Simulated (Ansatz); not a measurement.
Start from `N=CCl` and change one atom or group to get `N=C(Cl)Br`.

Ansatz, PBE0-D4/def2-TZVP geometries, multiplicity 1. Each molecule was computed in one conformer, which needn't be the lowest.

Scalar relativity is left out up to krypton.

| property | `N=CCl` |
| --- | --- |
| size of the dipole moment (ωB97M-V/def2-TZVPP) / D | 2.54 |
| HOMO energy (ωB97M-V/def2-TZVPP) / eV | -10.95 |
| LUMO energy (PBE0/def2-TZVPP) / eV | -0.74 |
| ideal-gas entropy at 298 K and 1 bar (rigid rotor, harmonic PBE0-D4/def2-TZVP) / J/(mol·K) | 260 |
| size of the dipole moment (PBE/def2-TZVPP) / D | 2.38 |
| HOMO–LUMO gap (B3LYP/def2-TZVPP) / eV | 7.32 |

(1) What does the change do to each property? (Best estimate.)

Answers

(1) The calculation gave: 
| property | `N=C(Cl)Br` | shift |
| --- | --- | --- |
| size of the dipole moment (ωB97M-V/def2-TZVPP) / D | 1.21 | -1.33 |
| HOMO energy (ωB97M-V/def2-TZVPP) / eV | -10.77 | 0.18 |
| LUMO energy (PBE0/def2-TZVPP) / eV | -1.05 | -0.31 |
| ideal-gas entropy at 298 K and 1 bar (rigid rotor, harmonic PBE0-D4/def2-TZVP) / J/(mol·K) | 302 | 42 |
| size of the dipole moment (PBE/def2-TZVPP) / D | 1.05 | -1.33 |
| HOMO–LUMO gap (B3LYP/def2-TZVPP) / eV | 6.92 | -0.40 |

With PBE0 the HOMO rises by 0.08 eV and the LUMO falls by 0.31 eV, so the gap narrows by about 0.39 eV. PBE moves the HOMO by -0.06 eV and ωB97M-V by 0.18 eV. Dipoles are sizes alone; their direction can turn.

B3LYP here is the variant with VWN-RPA as its local correlation; programs differ in this.

Spin–orbit coupling is left out; it splits and shifts lone-pair levels of the heavy atoms by tenths of an eV.
